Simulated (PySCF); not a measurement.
# ReF3: one-bond stretch

All numbers come from PBE0/[Re def2-TZVP with ECP60, F def2-TZVP], scalar-relativistic core potentials, density fitting, no spin–orbit coupling, PySCF.

Rigid scan from the singlet minimum (Re–F 1.782 Å, Re–F 1.820 Å (×2); F–Re–F 94.3°, F–Re–F 132.9° (×2)). Coordinate: the bond from Re to the last atom (F) scaled, the rest fixed. Energies in kJ/mol from the minimum.

(1) Predict the curve at 0.92, 0.96, 1.00, 1.05, 1.12, 1.20, 1.35, 1.55, 1.80, 2.20.

Answers

(1) 
| scale of one bond | E (kJ/mol) | dipole size (D) |
| --- | --- | --- |
| 0.92 | 41.3 | 1.10 |
| 0.96 | 9.0 | 1.12 |
| 1.00 | 0.0 | 1.31 |
| 1.05 | 10.8 | 1.69 |
| 1.12 | 50.4 | 2.29 |
| 1.20 | 112.4 | 2.98 |
| 1.35 | 236.2 | 4.12 |
| 1.55 | 375.5 | – |
| 1.80 | 494.7 | – |
| 2.20 | 591.9 | – |

At long bonds a restricted determinant can lie too high, and another spin state can fall below this curve.

Stability towards spin polarisation was not tested. No spin–orbit coupling is included, which matters more the heavier the element.

Other isomers or separated fragments may lie lower.
